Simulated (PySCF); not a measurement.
Isomers of C4H10OSSi.

All values: CAM-B3LYP/def2-SVPD (PySCF) at GFN2-xTB geometries, gas phase, one conformer each. Core orbitals are frozen in the response; Δα² is half the sum of the squared differences of the principal polarisabilities.

Problem. Rank by HOMO–LUMO gap, highest first.
A. `[CH2:1]=[CH:2][CH2:3][O:4][CH2:5][S:6][SiH3:7]` with C1–C2–C3–O4 138°, C2–C3–O4–C5 177°, C3–O4–C5–S6 -169°, O4–C5–S6–Si7 24°
B. `[CH2:1]=[CH:2][SiH2:3][O:4][CH2:5][S:6][CH3:7]` with C1–C2–Si3–O4 69°, C2–Si3–O4–C5 180°, Si3–O4–C5–S6 47°, O4–C5–S6–C7 -91°
C. `[CH2:1]=[CH:2][CH2:3][O:4][SiH2:5][S:6][CH3:7]` with C1–C2–C3–O4 5°, C2–C3–O4–Si5 87°, C3–O4–Si5–S6 -167°, O4–Si5–S6–C7 -33°

Solution. A (8.98 eV), C (8.86 eV), B (8.53 eV).

Problem. Rank by dipole moment, highest first.
A. `[CH2:1]=[CH:2][Si@@H:3]([SH:4])[O:5][CH2:6][CH3:7]` with C1–C2–Si3–S4 61°, C2–Si3–S4–H 55°, C2–Si3–O5–C6 -170°, Si3–O5–C6–C7 156°
B. `[CH2:1]=[CH:2][CH2:3][O:4][SiH2:5][S:6][CH3:7]` with C1–C2–C3–O4 5°, C2–C3–O4–Si5 87°, C3–O4–Si5–S6 -167°, O4–Si5–S6–C7 -33°
C. `[CH2:1]=[CH:2][CH2:3][O:4][CH2:5][S:6][SiH3:7]` with C1–C2–C3–O4 138°, C2–C3–O4–C5 177°, C3–O4–C5–S6 -169°, O4–C5–S6–Si7 24°
D. `[CH2:1]=[CH:2][SiH2:3][O:4][CH2:5][S:6][CH3:7]` with C1–C2–Si3–O4 69°, C2–Si3–O4–C5 180°, Si3–O4–C5–S6 47°, O4–C5–S6–C7 -91°

Solution. C (2.96 D), B (2.45 D), D (1.38 D), A (1.22 D).

All values together:

| SMILES | μ (D) | HOMO (eV) | LUMO (eV) | α (Å³) | Δα (Å³) |
| --- | --- | --- | --- | --- | --- |
| C=CCO[SiH2]SC | 2.45 | -8.03 | 0.82 | 14.41 | 2.64 |
| C=CCOCS[SiH3] | 2.96 | -8.05 | 0.93 | 15.09 | 5.59 |
| C=C[Si@@H](S)OCC | 1.22 | -8.64 | 0.42 | 14.64 | 4.36 |
| C=C[SiH2]OCSC | 1.38 | -8.04 | 0.49 | 14.60 | 4.86 |

Conformers: `[CH2:1]=[CH:2][CH2:3][O:4][SiH2:5][S:6][CH3:7]` with C1–C2–C3–O4 5°, C2–C3–O4–Si5 87°, C3–O4–Si5–S6 -167°, O4–Si5–S6–C7 -33°; `[CH2:1]=[CH:2][CH2:3][O:4][CH2:5][S:6][SiH3:7]` with C1–C2–C3–O4 138°, C2–C3–O4–C5 177°, C3–O4–C5–S6 -169°, O4–C5–S6–Si7 24°; `[CH2:1]=[CH:2][Si@@H:3]([SH:4])[O:5][CH2:6][CH3:7]` with C1–C2–Si3–S4 61°, C2–Si3–S4–H 55°, C2–Si3–O5–C6 -170°, Si3–O5–C6–C7 156°; `[CH2:1]=[CH:2][SiH2:3][O:4][CH2:5][S:6][CH3:7]` with C1–C2–Si3–O4 69°, C2–Si3–O4–C5 180°, Si3–O4–C5–S6 47°, O4–C5–S6–C7 -91°.
